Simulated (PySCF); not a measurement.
Species: C4H8FNSi2.
InChI=1S/C4H8FNSi2/c5-4-1-2-7-8(4)3-6/h4,8H,1-2,7H2/t4-,8-/m0/s1

Level: wB97X-D/def2-SVPD in PySCF, non-relativistic, on one gas-phase PBE0-D3(BJ)/def2-SVP geometry that isn't relaxed in the solvent. The solvent is an IEF-PCM continuum (cavity from Bondi-type radii × 1.2), and excitations are vertical TDDFT with non-equilibrium linear response and a frozen core. Specific hydrogen bonds and non-electrostatic terms are outside this model.

Gas-phase singlets (H = HOMO, L = LUMO):

```
state  E (eV)  λ (nm)      f  leading configurations
   S1   6.133     202  0.010      H→L 51%, H→L+1 38%
   S2   6.423     193  0.088      H→L+1 38%, H→L 31%
   S3   6.963     178  0.135    H→L+2 60%, H→L+1 10%
   S4   7.061     176  0.028  H-1→L+1 27%, H-1→L 15%
   S5   7.338     169  0.009    H→L+4 23%, H-6→L 23%
```

Question: What are the lowest 5 singlets in chloroform (ε = 4.711)?

Answer: 
```tsv
state	E (eV)	λ (nm)	f	leading configurations	change by rank (eV)
S1	6.035	205	0.015	H→L 56%, H→L+1 34%	-0.098
S2	6.330	196	0.163	H→L+1 43%, H→L 31%	-0.093
S3	6.860	181	0.203	H→L+2 69%, H→L+1 14%	-0.103
S4	7.098	175	0.041	H-1→L+1 28%, H-1→L 17%	+0.037
S5	7.373	168	0.017	H→L+4 32%, H-6→L 22%	+0.035
```

Question: How does the list change in dimethylsulfoxide (ε = 46.83)?

Answer: 
```json
{"state": "S1", "E (eV)": "5.998", "λ (nm)": "207", "f": "0.015", "leading configurations": "H→L 57%, H→L+1 34%", "change by rank (eV)": "-0.135"}
{"state": "S2", "E (eV)": "6.299", "λ (nm)": "197", "f": "0.178", "leading configurations": "H→L+1 45%, H→L 31%", "change by rank (eV)": "-0.124"}
{"state": "S3", "E (eV)": "6.830", "λ (nm)": "182", "f": "0.195", "leading configurations": "H→L+2 71%, H→L+1 14%", "change by rank (eV)": "-0.133"}
{"state": "S4", "E (eV)": "7.103", "λ (nm)": "175", "f": "0.043", "leading configurations": "H-1→L+1 20%, H-2→L+1 15%", "change by rank (eV)": "+0.042"}
{"state": "S5", "E (eV)": "7.383", "λ (nm)": "168", "f": "0.037", "leading configurations": "H→L+4 28%, H-1→L 20%", "change by rank (eV)": "+0.045"}
```

Question: The ground-state energy changes by -0.272 eV from gas to dimethylsulfoxide. By how much does the total energy of gas-phase S1 change?

Answer: E(S1) = E(S0) + excitation energy, so it changes by -0.272 − 0.135 = -0.407 eV: it is lowered more than the ground state, which is what a red shift means. This is the vertical state, with the slow part of the continuum still set for S0.

Question: How do the frontier levels move from gas to dimethylsulfoxide?

Answer: 
```
orbital  gas (eV)  solvent (eV)  change (eV)
 LUMO+2      1.35          1.64        +0.29
 LUMO+1      0.94          1.01        +0.07
   LUMO      0.85          0.93        +0.08
   HOMO     -9.85         -9.57        +0.28
 HOMO-1    -11.01        -10.78        +0.23
 HOMO-2    -11.20        -10.83        +0.37
 HOMO-3    -11.78        -11.42        +0.36
```

The HOMO–LUMO gap goes from 10.70 to 10.50 eV. Rows go by rank; for HOMO-2 and HOMO-1 the atom shares or the degeneracy differ between the runs, so the row needn't follow one orbital.

The run took about 70 s of CPU time (one thread, shared machine). This is the whole response run at wB97X-D/def2-SVPD in dimethylsulfoxide, SCF included.

Note: wB97X-D ran without an empirical dispersion term, which enters the total energy and its gradient alone.
